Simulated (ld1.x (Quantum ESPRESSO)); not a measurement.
# Os: variants of one TM potential

Base potential:

ld1.x (Quantum ESPRESSO) 7.5 input, shortened:

```
&input
   title='Os', zed=76., rel=1, dft='PBE', iswitch=3,
   config='[Xe] 4f14 5d5 6s0 6p0'
 /
 &inputp
   pseudotype=2, tm=.true., lloc=0,
   nlcc=.true., rcore=1.60
 /
3
6P  2  1   0.00   0.00  2.50  2.50  0.0
5D  3  2   5.00   0.00  1.80  1.80  0.0
6S  1  0   0.00   0.00  2.10  2.10  0.0
 &test
   configts(1)='5d5 6s0 6p0'
 /
```

Cutoffs, loose and tight: the cutoffs (Ry, on a coarse ladder) from which the occupation-weighted sum of valence levels, in a spherical-Bessel basis at the reference potential, stays within 10 and 1 mRy of its value at 400 Ry. They do not see the model core or the augmentation charge, which bear on the density cutoff. Test errors are all-electron minus pseudo excitation energies from the reference, over the configurations 5d6 6s2 6p0; 5d6 6s1 6p0; 5d6 6s0 6p0; 5d6 6s1.5 6p0; 5d6.5 6s1.5 6p0; 5d6 6s1 6p1; 5d5 6s2 6p1. A dash means not determined; rows that change the core or the reference have their own tests.

| change | outcome | cutoff, loose | cutoff, tight | bound ghosts | largest test error (meV) |
| --- | --- | --- | --- | --- | --- |
| base | generated | 35 Ry | 45 Ry | none | -178 |
| core correction a·sin(br)/r model core inside 0.80 bohr | generated | 35 Ry | 45 Ry | none | -178 |
| core correction a·sin(br)/r model core inside 1.00 bohr | generated | 35 Ry | 45 Ry | none | -178 |
| core correction a·sin(br)/r model core inside 1.26 bohr | generated | 35 Ry | 45 Ry | none | -178 |
| core correction a·sin(br)/r model core inside 1.50 bohr | generated | 35 Ry | 45 Ry | none | -179 |
| core correction a·sin(br)/r model core inside 1.62 bohr | generated | 35 Ry | 45 Ry | none | -178 |
| core correction a·sin(br)/r model core inside 1.88 bohr | generated | 35 Ry | 45 Ry | none | -167 |

Q: What comes out with this change to the base: core correction none?

A: outcome: generated; cutoff, loose: 35 Ry; cutoff, tight: 45 Ry; bound ghosts: none; largest test error (meV): +345.

Q: What comes out with this change to the base: core correction a·sin(br)/r model core inside 2.16 bohr?

A: outcome: generated; cutoff, loose: 35 Ry; cutoff, tight: 45 Ry; bound ghosts: none; largest test error (meV): -111.
